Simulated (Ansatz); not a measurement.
`[SiH3]C=[Se]` and `SC=[Se]` differ in one atom or group.

Ansatz, PBE0-D4/def2-TZVP geometries, multiplicity 1. Each molecule was computed in one conformer, which needn't be the lowest.

Scalar relativity is left out up to krypton. Spin–orbit coupling is left out; it splits and shifts lone-pair levels of the heavy atoms by tenths of an eV.

| property | `[SiH3]C=[Se]` |
| --- | --- |
| size of the dipole moment (ωB97M-V/def2-TZVPP) / D | 1.24 |
| LUMO energy (PBE0/def2-TZVPP) / eV | -3.05 |
| LUMO energy (ωB97M-V/def2-TZVPP) / eV | -0.96 |
| ideal-gas entropy at 298 K and 1 bar (rigid rotor, harmonic PBE0-D4/def2-TZVP) / J/(mol·K) | 310 |
| HOMO–LUMO gap (ωB97M-V/def2-TZVPP) / eV | 7.53 |
| zero-point energy (PBE0-D4/def2-TZVP) / kJ/mol | 105.0 |

**Question.** What does the change do to each property? (An estimate is asked.)

**Answer.** The calculation gave: 
| property | `SC=[Se]` | shift |
| --- | --- | --- |
| size of the dipole moment (ωB97M-V/def2-TZVPP) / D | 1.83 | 0.59 |
| LUMO energy (PBE0/def2-TZVPP) / eV | -2.50 | 0.55 |
| LUMO energy (ωB97M-V/def2-TZVPP) / eV | -0.47 | 0.49 |
| ideal-gas entropy at 298 K and 1 bar (rigid rotor, harmonic PBE0-D4/def2-TZVP) / J/(mol·K) | 286 | -24 |
| HOMO–LUMO gap (ωB97M-V/def2-TZVPP) / eV | 8.06 | 0.53 |
| zero-point energy (PBE0-D4/def2-TZVP) / kJ/mol | 67.1 | -37.9 |

With PBE0 the HOMO falls by 0.08 eV and the LUMO rises by 0.55 eV, so the gap widens by about 0.63 eV. PBE moves the HOMO by -0.09 eV and ωB97M-V by -0.05 eV. The zero-point energy changes by -37.9 kJ/mol with -6 modes. Dipoles are sizes alone; their direction can turn.
